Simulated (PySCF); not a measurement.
## Working out the ionisation energy of Co

Co [Ar] 3d7 4s2 (4F) → Co⁺ [Ar] 3d8 (3F). Computed with PySCF 2.14 in x2c-QZVPPall with one added diffuse shell each of s, p, d, f, g type (12s8p6d5f3g, 128 functions), with the spin-free X2C one-electron Hamiltonian (Gaussian nucleus). Frozen: [Ne]. Energies in hartree (1 hartree = 27.21139 eV):

```tsv
part	Co (lower)	Co⁺ (upper)
UHF	-1391.913922	-1391.608990
MP2 opposite-spin	-0.413184	-0.440953
MP2 same-spin	-0.196571	-0.212454
```

Task: What does Hartree-Fock give?

Result: (-1391.608990) − (-1391.913922) = 0.304932 hartree = 8.298 eV.

Task: What do MP2 and SCS-MP2 (6/5 opposite-spin, 1/3 same-spin) give?

Result: The opposite-spin parts differ by -0.756 eV and the same-spin parts by -0.432 eV. MP2: 8.298 + (-0.756) + (-0.432) = 7.110 eV. SCS-MP2: 8.298 + 1.2 × (-0.756) + (-0.432)/3 = 7.247 eV.

Measured between the centres of the two terms (NIST): 7.869 eV, so MP2 (valence and next inner shell) is off by -0.759 eV.

What remains against the reference includes basis incompleteness, the frozen core and correlation beyond second order.
